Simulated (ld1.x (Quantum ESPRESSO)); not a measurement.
Pseudopotential generation for Xe: TM, PBE, scalar-relativistic.

ld1.x (Quantum ESPRESSO) 7.5 input, shortened:

```
&input
   title='Xe', zed=54., rel=1, dft='PBE', iswitch=3,
   config='[Kr] 4d10 5s2 5p6'
 /
 &inputp
   pseudotype=2, tm=.true., lloc=-1, rcloc=1.40,
   nlcc=.false.
 /
3
5S  1  0   2.00   0.00  1.70  1.70  0.0
5P  2  1   6.00   0.00  1.75  1.75  0.0
4D  3  2  10.00   0.00  1.25  1.25  0.0
 &test
   configts(1)='4d10 5s2 5p6'
 /
```

All-electron outer shells of the reference configuration (PBE, scalar-relativistic, ld1.x):

```tsv
shell	level (eV)	outermost node (bohr)	outermost maximum (bohr)
4s	-197.46	0.36	0.66
4p	-141.27	0.36	0.69
4d	-59.38	0.34	0.75
5s	-19.74	0.85	1.63
5p	-8.23	0.92	1.91
```

Calculated quality:

| Item | Value |
| --- | --- |
| Cutoffs needed | 120 Ry and 200 Ry (the cutoffs (Ry, on a coarse ladder) from which the occupation-weighted sum of valence levels, in a spherical-Bessel basis at the reference potential, stays within 10 and 1 mRy of its value at 400 Ry) |
| Ghost test | ghost state, extra bound levels that the all-electron valence spectrum of the same l lacks: s at -119.9 eV; a true bound ghost makes a file unfit for plane-wave use (spherical-Bessel basis up to 400 Ry, 20 bohr box) |
| Largest excitation error | +1061 meV (all-electron minus pseudo) for 4d9 5s2 5p6, out of 7 test configurations |

Generation and tests took about 1.8 s on one core of a shared server CPU.
